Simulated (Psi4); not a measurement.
C6H10O3 (SMILES C=C(C)C(=O)OCOC), singlet, geometry from GFN2-xTB; R2SCAN/3-21G (Psi4 1.11).

Input for Psi4:
```
memory 2 GB

molecule {
0 1
  C    -2.19476973   -1.45264741    0.31504317
  C    -2.08052925   -0.13616820    0.17208109
  C    -3.23546994    0.81403694    0.16297940
  C    -0.75386637    0.50983176    0.00531913
  O    -0.58462100    1.69762619   -0.12869987
  O     0.26457662   -0.36915669    0.01753556
  C     1.54681160    0.18293156   -0.13626971
  O     2.43876739   -0.87865783   -0.09581127
  C     3.77681107   -0.46671901   -0.23956522
  H    -3.15745267   -1.92084808    0.43599517
  H    -1.33135147   -2.09374126    0.31478252
  H    -3.11968742    1.54359485    0.96250751
  H    -4.17485376    0.28410548    0.28845617
  H    -3.25178778    1.36638988   -0.77486146
  H     1.74048409    0.90878887    0.67727850
  H     1.60545588    0.72765636   -1.09859725
  H     4.37792641   -1.37135784   -0.19300117
  H     4.07102838    0.21487318    0.56731299
  H     3.93652991    0.03445129   -1.20159558
}

set basis 3-21g

energy('r2scan')
print_variables()
```

What the program printed (banner, timings and long lists left out):

```
   => Loading Basis Set <=

    Name: 3-21G
    Role: ORBITAL
    Keyword: BASIS

         ---------------------------------------------------------
                                   SCF
               by Justin Turney, Rob Parrish, Andy Simmonett
                          and Daniel G. A. Smith
                              RKS Reference
         ---------------------------------------------------------

  ==> Geometry <==

    Molecular point group: c1
    Full point group: C1

    Geometry (in Angstrom), charge = 0, multiplicity = 1:

       Center              X                  Y                   Z               Mass
    ------------   -----------------  -----------------  -----------------  -----------------
         C           -2.189375284616    -1.454964783406     0.314869369530    12.000000000000
         C           -2.075134804616    -0.138485573406     0.171907289530    12.000000000000
         C           -3.230075494616     0.811719566594     0.162805599530    12.000000000000
         C           -0.748471924616     0.507514386594     0.005145329530    12.000000000000
         O           -0.579226554616     1.695308816594    -0.128873670470    15.994914619570
         O            0.269971065384    -0.371474063406     0.017361759530    15.994914619570
         C            1.552206045384     0.180614186594    -0.136443510470    12.000000000000
         O            2.444161835384    -0.880975203406    -0.095985070470    15.994914619570
         C            3.782205515384    -0.469036383406    -0.239739020470    12.000000000000
         H           -3.152058224616    -1.923165453406     0.435821369530     1.007825032230
         H           -1.325957024616    -2.096058633406     0.314608719530     1.007825032230
         H           -3.114292974616     1.541277476594     0.962333709530     1.007825032230
         H           -4.169459314616     0.281788106594     0.288282369530     1.007825032230
         H           -3.246393334616     1.364072506594    -0.775035260470     1.007825032230
         H            1.745878535384     0.906471496594     0.677104699530     1.007825032230
         H            1.610850325384     0.725338986594    -1.098771050470     1.007825032230
         H            4.383320855384    -1.373675213406    -0.193174970470     1.007825032230
         H            4.076422825384     0.212555806594     0.567139189530     1.007825032230
         H            3.941924355384     0.032133916594    -1.201769380470     1.007825032230

  Running in c1 symmetry.

  Rotational constants: A =      0.14840  B =      0.02528  C =      0.02187 [cm^-1]
  Rotational constants: A =   4448.84796  B =    757.95156  C =    655.61984 [MHz]
  Nuclear repulsion =  455.012717286549162

  Charge       = 0
  Multiplicity = 1
  Electrons    = 70
  Nalpha       = 35
  Nbeta        = 35

  ==> Algorithm <==

  SCF Algorithm Type is DF.
  DIIS enabled.
  MOM disabled.
  Fractional occupation disabled.
  Guess Type is SAD.
  Energy threshold   = 1.00e-06
  Density threshold  = 1.00e-06
  Integral threshold = 1.00e-12

  ==> Primary Basis <==

  Basis Set: 3-21G
    Blend: 3-21G
    Number of shells: 65
    Number of basis functions: 101
    Number of Cartesian functions: 101
    Spherical Harmonics?: false
    Max angular momentum: 1

  ==> DFT Potential <==

   => LibXC <=

    Version 7.1.2
    S. Lehtola, C. Steigemann, M. J. T. Oliveira, and M. A. L. Marques,  SoftwareX 7, 1–5 (2018) (10.1016/j.softx.2017.11.002)

   => Composite Functional: R2SCAN <=

    r2SCAN Meta-GGA XC Functional  (0.1021/acs.jpclett.0c02405)
    J. W. Furness, A. D. Kaplan, J. Ning, J. P. Perdew, J. Sun  J. Phys. Chem. Lett.  11, 8208–8215, 2020

    Deriv               =              1
    GGA                 =           TRUE
    Meta                =           TRUE

    Exchange Hybrid     =          FALSE
    MP2 Hybrid          =          FALSE

   => Exchange Functionals <=

    1.0000   XC_MGGA_X_R2SCAN

   => Correlation Functionals <=

    1.0000   XC_MGGA_C_R2SCAN

   => LibXC Density Thresholds  <==

    XC_MGGA_C_R2SCAN:  1.00E-15
    XC_MGGA_X_R2SCAN:  1.00E-11

   => Molecular Quadrature <=

    Radial Scheme          =       TREUTLER
    Pruning Scheme         =           NONE
    Nuclear Scheme         =       TREUTLER

    Blocking Scheme        =         OCTREE
    BS radius alpha        =              1
    Pruning alpha          =              1
    Radial Points          =             75
    Spherical Points       =            302
    Total Points           =         399001
    Total Blocks           =           2960
    Max Points             =            256
    Max Functions          =             87
    Weights Tolerance      =       1.00E-15

   => Loading Basis Set <=

    Name: (3-21G AUX)
    Role: JKFIT
    Keyword: DF_BASIS_SCF

  ==> Integral Setup <==

  SCF_SUBTYPE=INCORE selected. In-core MEM_DF algorithm will be used.
  Using in-core AOs.

  ==> MemDFJK: Density-Fitted J/K Matrices <==

    J tasked:                   Yes
    K tasked:                    No
    wK tasked:                   No
    Algorithm:                 Core
    Schwarz Cutoff:           1E-12
    Mask sparsity (%):      13.7241
    Fitting Condition:        1E-10

   => Auxiliary Basis Set <=

  Basis Set: (3-21G AUX)
    Blend: DEF2-UNIVERSAL-JKFIT
    Number of shells: 285
    Number of basis functions: 1013
    Number of Cartesian functions: 1013
    Spherical Harmonics?: false
    Max angular momentum: 4

  Minimum eigenvalue in the overlap matrix is 6.5263589047E-03.
  Reciprocal condition number of the overlap matrix is 1.4734361426E-03.
    Using symmetric orthogonalization.

  ==> Pre-Iterations <==

  SCF Guess: Superposition of Atomic Densities via on-the-fly atomic UHF (no occupation information).

   -------------------------
    Irrep   Nso     Nmo
   -------------------------
     A        101     101
   -------------------------
    Total     101     101
   -------------------------

  ==> Iterations <==

                           Total Energy        Delta E     RMS |[F,P]|

   @DF-RKS iter SAD:  -456.78186440017441   -4.56782e+02   0.00000e+00
   @DF-RKS iter   1:  -457.16903287497587   -3.87168e-01   8.63705e-03 DIIS/ADIIS
   @DF-RKS iter   2:  -456.92571270538326    2.43320e-01   1.13970e-02 DIIS/ADIIS
   @DF-RKS iter   3:  -457.44233707087807   -5.16624e-01   3.96829e-03 DIIS/ADIIS
   @DF-RKS iter   4:  -457.50466292418974   -6.23259e-02   1.19411e-03 DIIS/ADIIS
   @DF-RKS iter   5:  -457.50993179788901   -5.26887e-03   3.94877e-04 DIIS/ADIIS
   @DF-RKS iter   6:  -457.51058434351143   -6.52546e-04   1.30120e-04 DIIS/ADIIS
   @DF-RKS iter   7:  -457.51066616314233   -8.18196e-05   4.39274e-05 DIIS
   @DF-RKS iter   8:  -457.51067514217902   -8.97904e-06   1.49593e-05 DIIS
   @DF-RKS iter   9:  -457.51067632689080   -1.18471e-06   1.42857e-06 DIIS
   @DF-RKS iter  10:  -457.51067633724244   -1.03516e-08   5.05607e-07 DIIS
  Energy and wave function converged.

  ==> Post-Iterations <==

   Electrons on quadrature grid:
      Ntotal   =   69.9999957130 ; deviation = -4.287e-06

    Orbital Energies [Eh]
    ---------------------

    Doubly Occupied:

[...]
    Virtual:

[...]
    Final Occupation by Irrep:
              A
    DOCC [    35 ]
    NA   [    35 ]
    NB   [    35 ]

  @DF-RKS Final Energy:  -457.51067633724244

   => Energetics <=

    Nuclear Repulsion Energy =            455.0127172865491616
    One-Electron Energy =               -1524.6450147802295305
    Two-Electron Energy =                 673.7451120419616473
    DFT Exchange-Correlation Energy =     -61.6234908855236512
    Empirical Dispersion Energy =           0.0000000000000000
    VV10 Nonlocal Energy =                  0.0000000000000000
    Total Energy =                       -457.5106763372424439

Computation Completed

Properties will be evaluated at   0.000000,   0.000000,   0.000000 [a0]

Properties computed using the SCF density matrix

 Multipole Moments:

 ------------------------------------------------------------------------------------
     Multipole            Electronic (a.u.)      Nuclear  (a.u.)        Total (a.u.)
 ------------------------------------------------------------------------------------

 L = 1.  Multiply by 2.5417464519 to convert [e a0] to [Debye]
 Dipole X            :         -0.3945688            0.7135816            0.3190128
 Dipole Y            :          0.1756819           -0.3065442           -0.1308623
 Dipole Z            :          0.0120820           -0.0229906           -0.0109086
 Magnitude           :                                                    0.3449827

 ------------------------------------------------------------------------------------

  Variable Map:
  ----------------------------------------------------------------------------
[...]
  Array Variable Map:
  ----------------------------------------------------------------------------
[...]
[...]
```
